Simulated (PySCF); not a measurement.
**Orbital picture of CuS**

PBE0 at R = 2.091 Å; PySCF, no relativity, basis sets Cu def2-TZVPP, S def2-TZVPP. State: ²Π (doublet), unpaired electrons π ↑. Only the outer orbitals are listed, counted within each symmetry.

```json
{"spin": "α", "orbital": "10σ", "occ.": "1", "ε (eV)": "-9.65", "on Cu (%)": "67", "main shells (%)": "65 Cu d, 29 S p"}
{"spin": "α", "orbital": "4π", "occ.": "1", "ε (eV)": "-9.61", "on Cu (%)": "78", "main shells (%)": "78 Cu d, 21 S p"}
{"spin": "α", "orbital": "4π", "occ.": "1", "ε (eV)": "-9.24", "on Cu (%)": "90", "main shells (%)": "90 Cu d, 10 S p"}
{"spin": "α", "orbital": "1δ", "occ.": "1", "ε (eV)": "-8.80", "on Cu (%)": "100", "main shells (%)": "100 Cu d"}
{"spin": "α", "orbital": "1δ", "occ.": "1", "ε (eV)": "-8.80", "on Cu (%)": "100", "main shells (%)": "100 Cu d"}
{"spin": "α", "orbital": "5π", "occ.": "1", "ε (eV)": "-7.59", "on Cu (%)": "25", "main shells (%)": "76 S p, 22 Cu d"}
{"spin": "α", "orbital": "11σ", "occ.": "1", "ε (eV)": "-7.43", "on Cu (%)": "54", "main shells (%)": "45 S p, 29 Cu d, 24 Cu s"}
{"spin": "α", "orbital": "5π", "occ.": "1", "ε (eV)": "-6.52", "on Cu (%)": "14", "main shells (%)": "86 S p, 10 Cu d"}
{"spin": "α", "orbital": "12σ", "occ.": "0", "ε (eV)": "-2.65", "on Cu (%)": "89", "main shells (%)": "65 Cu s, 21 Cu p, 11 S p"}
{"spin": "α", "orbital": "6π", "occ.": "0", "ε (eV)": "0.84", "on Cu (%)": "95", "main shells (%)": "91 Cu p"}
{"spin": "α", "orbital": "6π", "occ.": "0", "ε (eV)": "1.04", "on Cu (%)": "94", "main shells (%)": "89 Cu p"}
{"spin": "β", "orbital": "10σ", "occ.": "1", "ε (eV)": "-9.45", "on Cu (%)": "71", "main shells (%)": "70 Cu d, 24 S p"}
{"spin": "β", "orbital": "4π", "occ.": "1", "ε (eV)": "-9.16", "on Cu (%)": "91", "main shells (%)": "91 Cu d, 8 S p"}
{"spin": "β", "orbital": "4π", "occ.": "1", "ε (eV)": "-8.82", "on Cu (%)": "95", "main shells (%)": "95 Cu d"}
{"spin": "β", "orbital": "1δ", "occ.": "1", "ε (eV)": "-8.74", "on Cu (%)": "100", "main shells (%)": "100 Cu d"}
{"spin": "β", "orbital": "1δ", "occ.": "1", "ε (eV)": "-8.74", "on Cu (%)": "100", "main shells (%)": "100 Cu d"}
{"spin": "β", "orbital": "11σ", "occ.": "1", "ε (eV)": "-7.22", "on Cu (%)": "52", "main shells (%)": "47 S p, 28 Cu s, 23 Cu d"}
{"spin": "β", "orbital": "5π", "occ.": "1", "ε (eV)": "-6.19", "on Cu (%)": "13", "main shells (%)": "86 S p, 8 Cu d"}
{"spin": "β", "orbital": "5π", "occ.": "0", "ε (eV)": "-3.53", "on Cu (%)": "14", "main shells (%)": "86 S p, 9 Cu p"}
{"spin": "β", "orbital": "12σ", "occ.": "0", "ε (eV)": "-2.57", "on Cu (%)": "87", "main shells (%)": "61 Cu s, 23 Cu p, 13 S p"}
{"spin": "β", "orbital": "6π", "occ.": "0", "ε (eV)": "1.01", "on Cu (%)": "94", "main shells (%)": "88 Cu p"}
```

Question: Which are the highest filled and the lowest empty level, where do they sit, and how wide is the gap?

Answer: Highest filled β 5π at -6.19 eV (in %: 86 S p, 8 Cu d); lowest empty β 5π at -3.53 eV (in %: 86 S p, 9 Cu p); the gap at PBE0 is 2.66 eV. Both belong to one degenerate shell, split only by its one-sided filling, so this is no excitation gap.

```
bond order (Mayer)                              : 1.27
⟨S²⟩                                            : 0.757
charge on Cu (Mulliken, basis-dependent)        : 0.35
charge on Cu (Löwdin, basis-dependent)          : -0.08
dipole moment (positive dipole means Cu(−)S(+)) : -4.33 D
polarisability along the bond                   : 61.3 bohr³
polarisability across the bond                  : 33.5 bohr³
```

With d or f electrons several states lie close, and the lowest PBE0 determinant need not be the measured ground state.
